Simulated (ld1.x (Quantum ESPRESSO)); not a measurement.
# Before and after: ultrasoft potential for lead

ld1.x (Quantum ESPRESSO) 7.5 input, shortened:

```
&input
   title='Pb', zed=82., rel=0, dft='PBE', iswitch=3,
   config='[Xe] 4f14 5d10 6s2 6p0'
 /
 &inputp
   pseudotype=3, tm=.true., lloc=-1, rcloc=2.40,
   nlcc=.true., rcore=2.25
 /
4
6S  1  0   2.00   0.00  1.80  2.40  0.0
6S  1  0   0.00   1.35  1.80  2.40  0.0
6P  2  1   0.00   0.00  2.65  2.85  0.0
6P  2  1   0.00  -0.50  2.65  2.85  0.0
 &test
   configts(1)='6s2 6p0'
 /
```

All-electron outer shells of the reference configuration (PBE, non-relativistic, ld1.x):

```json
{"shell": "6s", "level (eV)": "-23.99", "outermost node (bohr)": "1.13", "outermost maximum (bohr)": "2.16"}
{"shell": "6p", "level (eV)": "-16.99", "outermost node (bohr)": "1.23", "outermost maximum (bohr)": "2.50"}
```

Change: waves 6s (bound): rcut 1.80, rcutus 3.64 bohr; 6s channel at 1.35 Ry: rcut 1.80, rcutus 3.64 bohr.

Cutoffs: the cutoffs (Ry, on a coarse ladder) from which the occupation-weighted sum of valence levels, in a spherical-Bessel basis at the reference potential, stays within 10 and 1 mRy of its value at 400 Ry; they do not see the model core or the augmentation charge, which bear on the density cutoff. Errors are all-electron minus pseudo energies relative to the spin-unpolarised reference configuration.

How do hardness, ghosts and transferability respond?

Both files are very soft, the changed one slightly softer (loose and tight cutoff 6 and 8 Ry → 6 and 6 Ry on this coarse ladder); both files keep a bound ghost (d); of the 7 tests that both files solve, the error grows in 0 and shrinks in 3 by more than 15 % and 0.3 meV (median size 26.7 → 24.5 meV). That the errors move this way runs against the usual rule that smaller radii transfer better.

| quantity | base | changed |
| --- | --- | --- |
| cutoff, loose | 6 Ry | 6 Ry |
| cutoff, tight | 8 Ry | 6 Ry |
| bound ghosts | d | d |
| error for 6s2 6p2, meV [ΔE -20.11 eV] | -56 | -46 |
| error for 6s2 6p1, meV [ΔE -13.39 eV] | -23 | -20 |
| error for 6s1 6p0, meV [ΔE 28.46 eV] | -93 | -93 |
| error for 6s0 6p4, meV [ΔE -8.20 eV] | -24 | -24 |
| error for 6s1 6p3, meV [ΔE -14.24 eV] | -27 | -22 |
| error for 6s2 6p1.5, meV [ΔE -17.53 eV] | -41 | -35 |
| error for 6s1 6p2, meV [ΔE -6.95 eV] | -8.8 | -7.1 |
| lowest overlap eigenvalue by channel | s 0.54, p 0.48 | s 0.16, p 0.48 |

 A true bound ghost makes a file unfit for plane-wave use even where its test errors are small: the radial tests pick states by their node count and pass the ghost by.
